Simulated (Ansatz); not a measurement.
## Nudged elastic band run: C2H6Ge

The input (input.yaml):

```yaml
crystal:
  periodic: [false, false, false]
  atoms:
    - { symbol: C, position_ang: [-0.585681, 0.541922, -0.547047] }
    - { symbol: C, position_ang: [0.355547, -0.615531, -0.202412] }
    - { symbol: Ge, position_ang: [1.561076, -0.489686, 1.406658] }
    - { symbol: H, position_ang: [-1.229199, 0.307992, -1.413571] }
    - { symbol: H, position_ang: [-0.02614, 1.457274, -0.803008] }
    - { symbol: H, position_ang: [-1.242816, 0.791521, 0.301197] }
    - { symbol: H, position_ang: [0.963849, -0.916779, -1.073245] }
    - { symbol: H, position_ang: [-0.232431, -1.525059, 0.058617] }
    - { symbol: H, position_ang: [0.524294, 0.402047, 2.255712] }
basis:
  gaussian: { orbitals: def2-SVP }
hamiltonian:
  xc: b3lyp
neb:
  order_check: false
  images: 7
  f_tol: 0.05
  max_iterations: 60
  initial_path: idpp
  final_atoms:
    - { symbol: C, position_ang: [-0.69690563, 0.59267457, -0.74196443] }
    - { symbol: C, position_ang: [0.18133696, -0.38710949, 0.03901343] }
    - { symbol: Ge, position_ang: [1.0079085, 0.31582894, 1.73865712] }
    - { symbol: H, position_ang: [-1.12059168, 0.13713275, -1.65361178] }
    - { symbol: H, position_ang: [-0.12962111, 1.48421819, -1.05821474] }
    - { symbol: H, position_ang: [-1.54450268, 0.95263529, -0.13474419] }
    - { symbol: H, position_ang: [1.01720911, -0.76833929, -0.5803576] }
    - { symbol: H, position_ang: [-0.38088932, -1.29806816, 0.32605581] }
    - { symbol: H, position_ang: [1.75455484, -1.07527181, 2.04806737] }
```

Command:

```bash
$ ansatz run input.yaml --threads 1 --pin off --max-ram 2048MiB --backend cpu --events-out ev --progress --plain --runs-dir out
```

Output, in part (warnings, iteration lines, the closing report on the highest movable image, with atoms numbered from 0):

```
NEB end point (image 0): max|allowed force component| = 5.496e-3 eV/Å (the criterion of neb.relax_end_points is 1.000e-2)
NEB end point (image 8): max|allowed force component| = 8.140e-3 eV/Å (the criterion of neb.relax_end_points is 1.000e-2)
NEB iter   1: max|band force component| = 8.103e-1 eV/Å  barrier→ = 0.0993 eV  barrier← = 0.1170 eV  Δτ_max = 0.0597 Å  (232 SCF iters)
NEB iter   2: max|band force component| = 3.312e-1 eV/Å  barrier→ = 0.0715 eV  barrier← = 0.0893 eV  CI = image 4  Δτ_max = 0.0916 Å  (179 SCF iters)
NEB iter   3: max|band force component| = 2.264e-1 eV/Å  barrier→ = 0.0689 eV  barrier← = 0.0866 eV  CI = image 4  Δτ_max = 0.0451 Å  (180 SCF iters)
NEB iter   4: max|band force component| = 4.265e-2 eV/Å  barrier→ = 0.0660 eV  barrier← = 0.0837 eV  CI = image 4  Δτ_max = 0.0000 Å  (359 SCF iters)
Total energy: -58681.55401391 eV, -2156.5073342251 hartree
Atom 0 at    -0.474452     0.640323    -0.725121 Å, force    -0.015625    -0.001650    -0.008000 eV/Å
Atom 1 at     0.192417    -0.580571    -0.065999 Å, force     0.043683     0.016538    -0.004170 eV/Å
Atom 2 at     1.485608    -0.006737     1.391925 Å, force    -0.019275    -0.001333    -0.000146 eV/Å
Atom 3 at    -1.106815     0.338657    -1.577507 Å, force    -0.006338     0.007188    -0.001362 eV/Å
Atom 4 at     0.266273     1.361098    -1.111872 Å, force     0.008250    -0.000895     0.007314 eV/Å
Atom 5 at    -1.127638     1.186471    -0.023535 Å, force     0.001450     0.003857     0.008816 eV/Å
Atom 6 at     0.801916    -1.107687    -0.824088 Å, force    -0.013981    -0.014991     0.013892 eV/Å
Atom 7 at    -0.566775    -1.285835     0.303253 Å, force    -0.004187    -0.017585    -0.009360 eV/Å
Atom 8 at     0.617966    -0.592017     2.615846 Å, force     0.006024     0.008871    -0.006984 eV/Å
Dipole moment:    -0.095872    -0.044017    -0.144733 e Å
```

The forces met the threshold. A vibrational analysis at the climbing image gives one clearly imaginary mode, 167i cm⁻¹: a first-order saddle point.

Final band (atoms are numbered from 1 in the order of the input):

```json
{"image": "0", "path coordinate (Å)": "0.00", "energy (kcal/mol)": "0.0", "dihedral C1–C2–Ge3–H9 (°)": "32"}
{"image": "1", "path coordinate (Å)": "0.37", "energy (kcal/mol)": "0.2", "dihedral C1–C2–Ge3–H9 (°)": "52"}
{"image": "2", "path coordinate (Å)": "0.75", "energy (kcal/mol)": "0.8", "dihedral C1–C2–Ge3–H9 (°)": "73"}
{"image": "3", "path coordinate (Å)": "1.12", "energy (kcal/mol)": "1.3", "dihedral C1–C2–Ge3–H9 (°)": "93"}
{"image": "4", "path coordinate (Å)": "1.50", "energy (kcal/mol)": "1.5", "dihedral C1–C2–Ge3–H9 (°)": "112"}
{"image": "5", "path coordinate (Å)": "1.86", "energy (kcal/mol)": "1.3", "dihedral C1–C2–Ge3–H9 (°)": "129"}
{"image": "6", "path coordinate (Å)": "2.23", "energy (kcal/mol)": "0.6", "dihedral C1–C2–Ge3–H9 (°)": "146"}
{"image": "7", "path coordinate (Å)": "2.60", "energy (kcal/mol)": "-0.1", "dihedral C1–C2–Ge3–H9 (°)": "163"}
{"image": "8", "path coordinate (Å)": "2.97", "energy (kcal/mol)": "-0.4", "dihedral C1–C2–Ge3–H9 (°)": "-180"}
```

Run time: 2.3 min on 1 thread of Intel(R) Xeon(R) Processor @ 2.70GHz (shared host), peak memory 0.19 GiB.
